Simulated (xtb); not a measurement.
CH6CdSSi, SMILES [SiH3][Cd][S]C. All values are semi-empirical tight-binding results from xtb (GFN2-xTB unless named), good for trends rather than for accurate numbers. Geometry: GFN2-xTB. The structure was generated by enumeration; whether it is a known compound was not checked. Other conformers were not sampled.

For metal compounds this method's bond lengths and energies can be far off.

Estimate the properties. (Estimate from the structure and the level; the computed values follow.)


orbital gap: 2.57 eV
zero-point energy: 37.2 kcal/mol
G − E(el) at 298.15 K (modified RRHO): 14.9 kcal/mol
